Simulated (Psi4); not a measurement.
C2H3 (SMILES [CH]=C), doublet (typed; the unrestricted solution is spin-contaminated), at a GFN2-xTB geometry; MP2/6-31G* in Psi4 1.11.

Input for Psi4:
```
memory 2 GB

molecule mol {
0 2
C     0.668013   -0.251064    0.020416
C    -0.563309    0.124145   -0.015798
H     1.642849    0.177137    0.037343
H    -0.889951    1.168198   -0.040699
H    -1.381118   -0.583818   -0.024351
}

set {
  basis 6-31g*
  reference uhf
  freeze_core true
  mp2_type conv
  scf_type pk
  puream true
  d_convergence 1e-8
}

energy('mp2')
print_variables()
```

What the program printed (banner, timings and long lists left out):

```
   => Loading Basis Set <=

    Name: 6-31G*
    Role: ORBITAL
    Keyword: BASIS

         ---------------------------------------------------------
                                   SCF
               by Justin Turney, Rob Parrish, Andy Simmonett
                          and Daniel G. A. Smith
                              UHF Reference
         ---------------------------------------------------------

  ==> Geometry <==

    Molecular point group: c1
    Full point group: C1

    Geometry (in Angstrom), charge = 0, multiplicity = 2:

       Center              X                  Y                   Z               Mass
    ------------   -----------------  -----------------  -----------------  -----------------
         C            0.644947418833    -0.223104897693     0.019398655201    12.000000000000
         C           -0.586374581167     0.152104102307    -0.016815344799    12.000000000000
         H            1.619783418833     0.205096102307     0.036325655201     1.007825032230
         H           -0.913016581167     1.196157102307    -0.041716344799     1.007825032230
         H           -1.404183581167    -0.555858897693    -0.025368344799     1.007825032230

  Running in c1 symmetry.

  Rotational constants: A =      8.19922  B =      1.10793  C =      0.97604 [cm^-1]
  Rotational constants: A = 245806.48952  B =  33215.02680  C =  29261.07364 [MHz]
  Nuclear repulsion =   28.740580535135518

  Charge       = 0
  Multiplicity = 2
  Electrons    = 15
  Nalpha       = 8
  Nbeta        = 7

  ==> Algorithm <==

  SCF Algorithm Type is PK.
  DIIS enabled.
  MOM disabled.
  Fractional occupation disabled.
  Guess Type is SAD.
  Energy threshold   = 1.00e-08
  Density threshold  = 1.00e-08
  Integral threshold = 1.00e-12

  ==> Primary Basis <==

  Basis Set: 6-31G*
    Blend: 6-31G*
    Number of shells: 18
    Number of basis functions: 34
    Number of Cartesian functions: 36
    Spherical Harmonics?: true
    Max angular momentum: 2

  ==> Integral Setup <==

  Using in-core PK algorithm.
   Calculation information:
      Number of atoms:                   5
      Number of AO shells:              18
      Number of primitives:             42
      Number of atomic orbitals:        36
      Number of basis functions:        34

      Integral cutoff                 1.00e-12
      Number of threads:                 1

  Performing in-core PK
  Using 354620 doubles for integral storage.
  We computed 14706 shell quartets total.
[...]
  @UHF Final Energy:   -77.38774617533187
    Total Energy =                        -77.3877461753318698
  DIE_IF_NOT_CONVERGED          => (empty)
[...]
  WFN                           => (empty)
  WFN_TYPE                      => OMP2            !
  WRITER_FILE_LABEL             => (empty)
  ZORA_BASIS_TOLERANCE          => (empty)
  ZORA_NR_DEBUG                 => (empty)
  ZORA_PRUNING_SCHEME           => (empty)
  ZORA_RADIAL_POINTS            => (empty)
  ZORA_SPHERICAL_POINTS         => (empty)

 ==============================================================================
 ==============================================================================
 ==============================================================================

                             MP2
                    Program Written by Ugur Bozkaya,
              Additional Contributions by J. P. Misiewicz

 ==============================================================================
 ==============================================================================
 ==============================================================================

	MO spaces per irreps...

	IRREP   FC   AOCC  BOCC  AVIR    BVIR  FV
	==========================================
	   A     2     6     5    26     27     0
	==========================================

	Computing MP2 energy using SCF MOs (Canonical MP2)...
	==============================================================================
	Nuclear Repulsion Energy (a.u.)    :    28.74058053513552
	SCF Energy (a.u.)                  :   -77.38774617533187
	REF Energy (a.u.)                  :   -77.38774617533187
	Alpha-Alpha Contribution (a.u.)    :    -0.02945200857809
	Alpha-Beta Contribution (a.u.)     :    -0.16167482764946
	Beta-Beta Contribution (a.u.)      :    -0.02195243989109
	Scaled_SS Correlation Energy (a.u.):    -0.01713481615639
	Scaled_OS Correlation Energy (a.u.):    -0.19400979317935
	SCS-MP2 Total Energy (a.u.)        :   -77.59889078466760
	SOS-MP2 Total Energy (a.u.)        :   -77.58175596851122
	SCSN-MP2 Total Energy (a.u.)       :   -77.47821800463763
	SCS-MP2-VDW Total Energy (a.u.)    :   -77.62039217895777
	SOS-PI-MP2 Total Energy (a.u.)     :   -77.61409093404112
	MP2 Correlation Energy (a.u.)      :    -0.21307927611863
	MP2 Total Energy (a.u.)            :   -77.60082545145050
	==============================================================================

  Variable Map:
  ----------------------------------------------------------------------------
[...]
  Array Variable Map:
  ----------------------------------------------------------------------------
[...]
[...]
```
